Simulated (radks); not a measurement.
Values are calculated unless marked as measured or tabulated.
Isoelectronic series with 33 electrons, all held in the configuration [Ar] 3d10 4s2 4p3, which need not be the ground one along the series. Code: a radial shooting solver on a logarithmic mesh with Libxc functionals. Model: Dirac Kohn-Sham, BLYP, spin-unpolarised, spherical densities, point nucleus; open shells fill j = l - 1/2 first. Total energies (hartree) and mean radii <r> (bohr):

| ion | E (hartree) | 4p3/2 | 4p1/2 | 4s1/2 | 3d5/2 |
|---|---|---|---|---|---|
| As | -2261.35281 | 2.593 | 2.535 | 1.935 | 0.6809 |
| Se+ | -2430.16044 | 2.142 | 2.103 | 1.743 | 0.6322 |
| Br2+ | -2605.76555 | 1.870 | 1.838 | 1.589 | 0.5909 |
| Kr3+ | -2788.16478 | 1.676 | 1.649 | 1.465 | 0.5554 |
| Rb4+ | -2977.36609 | 1.528 | 1.503 | 1.361 | 0.5243 |
| Sr5+ | -3173.38400 | 1.409 | 1.386 | 1.272 | 0.4970 |
| Zr7+ | -3585.94905 | 1.227 | 1.206 | 1.130 | 0.4506 |
| Nb8+ | -3802.54379 | 1.154 | 1.134 | 1.071 | 0.4308 |
| Mo9+ | -4026.04926 | 1.091 | 1.072 | 1.018 | 0.4127 |
| Tc10+ | -4256.49510 | 1.035 | 1.016 | 0.9707 | 0.3962 |
| Ru11+ | -4493.91288 | 0.9852 | 0.9667 | 0.9278 | 0.3810 |
| Rh12+ | -4738.33603 | 0.9402 | 0.9220 | 0.8888 | 0.3670 |
| Pd13+ | -4989.79970 | 0.8995 | 0.8816 | 0.8530 | 0.3541 |
| Ag14+ | -5248.34081 | 0.8624 | 0.8447 | 0.8201 | 0.3420 |
| Cd15+ | -5513.99795 | 0.8285 | 0.8108 | 0.7896 | 0.3308 |
| In16+ | -5786.81143 | 0.7972 | 0.7797 | 0.7615 | 0.3203 |
| Sn17+ | -6066.82327 | 0.7684 | 0.7509 | 0.7352 | 0.3105 |
| Sb18+ | -6354.07722 | 0.7417 | 0.7242 | 0.7108 | 0.3013 |
